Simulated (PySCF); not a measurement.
C₄H₅BO, SMILES C#CB1COC1. Heavy atoms are numbered as in [CH:1]#[C:2][B:3]1[CH2:4][O:5][CH2:6]1. Hydrogens are named by the atom that carries them.

Geometry optimised at r2SCAN-D4/def2-SVP. This is a generated structure with no PubChem entry under its InChIKey; it may be hypothetical.

The numbers are results of PBE/def2-TZVP run with PySCF, not measurements.

ESP charges are fitted to the potential on shells at 1.4 to 2.0 van der Waals radii. Atomic charges (e), one atom of each kind:

```
atom      ESP fit  Mulliken    IAO  Löwdin
--------  -------  --------  -----  ------
C1 (CH)     -0.09     -0.24  -0.16   -0.02
C2          -0.53      0.08  -0.12    0.01
B3           0.62      0.00   0.23   -0.43
C4 (CH2)    -0.16     -0.10  -0.20   -0.22
O5          -0.30     -0.27  -0.40    0.16
H on C1      0.24      0.17   0.21    0.13
H on C4      0.09      0.11   0.16    0.15
```

Computed Mayer and Wiberg (Löwdin basis) orders of the bonds:
| bond | Mayer | Wiberg |
|---|---|---|
| C1–C2 | 2.68 | 2.80 |
| C2–B3 | 1.25 | 1.30 |
| B3–C4 | 1.04 | 1.18 |
| C4–O5 | 1.02 | 1.39 |
| B3–C6 | 1.04 | 1.18 |
| O5–C6 | 1.02 | 1.39 |
